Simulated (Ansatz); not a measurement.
Cost and result for the atomization energy of CH7NSiZn (11 atoms, 9 bonds).

Cartesian coordinates in Å:
```
C -0.7708 0.6704 1.0531
Si -0.5655 -0.3173 -0.5230
N 0.8257 0.0341 -1.4720
Zn 2.5745 -1.7788 1.5172
H 0.0699 0.5090 1.7333
H -0.8322 1.7413 0.8417
H -1.6877 0.3765 1.5728
H -1.7560 -0.0720 -1.3832
H 1.7326 -0.3010 -1.1899
H 0.8997 0.9003 -1.9795
H -0.4901 -1.7625 -0.1706
```

Total charge 0; spin multiplicity 1. For Zn the d shell is correlated and the shells below it are frozen. Scalar relativity is left out up to krypton. The bonds changed during the relaxation, so this is another structure than the one it started from. All single points use the PBE0-D4/def2-TZVP geometry. It is one conformer, not always the lowest. Program: Ansatz. All runs use 4 threads of an Arm Neoverse V2 on a shared host. Times are those of one run each, without the atoms' runs, and a repeat can differ threefold. Electronic energies, without spin–orbit coupling; frozen cores. CCSD(T)/CBS adds CCSD(T) − MP2 in def2-TZVPP to the MP2 limit, and its time is that of the two runs behind it. T1 = 0.013. With those shells the extrapolation isn't a true limit. B3LYP takes the VWN-RPA correlation (the form of Gaussian; ORCA's B3LYP/G). HSE06 is the plane-wave form, built on full-range PBE exchange.

CCSD(T)/CBS is a level of theory with its own doubt, some kJ/mol a heavy atom from the limit and from the frozen cores, so smaller differences don't rank the functionals.

```
                            level  functions  wall time
           LDA (SPW92)/def2-TZVPP        266      1.2 s
               BLYP-D4/def2-TZVPP        266      2.1 s
  PBE-D4/def2-TZVPP (with forces)        266      2.2 s
               PBE0-D4/def2-TZVPP        266      2.9 s
              BHLYP-D4/def2-TZVPP        266      3.1 s
              HSE06-D4/def2-TZVPP        266      3.2 s
          CAM-B3LYP-D4/def2-TZVPP        266      3.3 s
                 CCSD(T)/def2-SVP        112      4.1 s
B3LYP-D4/def2-TZVPP (with forces)        266      4.6 s
                B97M-V/def2-TZVPP        266        8 s
                   MP2/def2-QZVPP        494       19 s
               CCSD(T)/def2-TZVPP        266    2.4 min
                CCSD(T)/CBS(def2)          –    2.7 min
```

Question: What atomization energy does each give, and how far from CCSD(T)/CBS? (An estimate is asked.)

Answer: Ansatz gave: 
```
                            level  atomization (kJ/mol)  difference from CCSD(T)/CBS  per bond
           LDA (SPW92)/def2-TZVPP                3858.9                        404.4      44.9
               BLYP-D4/def2-TZVPP                3443.9                        -10.6      -1.2
  PBE-D4/def2-TZVPP (with forces)                3468.3                         13.8       1.5
               PBE0-D4/def2-TZVPP                3433.0                        -21.5      -2.4
              BHLYP-D4/def2-TZVPP                3394.9                        -59.6      -6.6
              HSE06-D4/def2-TZVPP                3434.8                        -19.7      -2.2
          CAM-B3LYP-D4/def2-TZVPP                3475.2                         20.7       2.3
                 CCSD(T)/def2-SVP                3222.9                       -231.6     -25.7
B3LYP-D4/def2-TZVPP (with forces)                3464.9                         10.4       1.2
                B97M-V/def2-TZVPP                3453.8                         -0.7      -0.1
                   MP2/def2-QZVPP                3422.1                        -32.4      -3.6
               CCSD(T)/def2-TZVPP                3361.0                        -93.5     -10.4
                CCSD(T)/CBS(def2)                3454.5                          0.0       0.0
```

At CCSD(T), def2-SVP lies −231.6 kJ/mol from the extrapolated value and def2-TZVPP −93.5 kJ/mol: correlation converges slowly with the basis, and small sets miss more of it in the bonded molecule than in its fragments. The D4 term adds +36.6 kJ/mol with B3LYP and +19.9 kJ/mol with PBE0; it sums over pairs of atoms, weighted by their polarisabilities, and B3LYP, whose exchange is more repulsive, gets the larger term. In def2-TZVPP, CCSD(T) changes the Hartree–Fock value by +823.7 kJ/mol (the triples alone add +36.2 kJ/mol) and MP2 by +829.1 kJ/mol; breaking electron pairs costs correlation energy, which Hartree–Fock lacks.
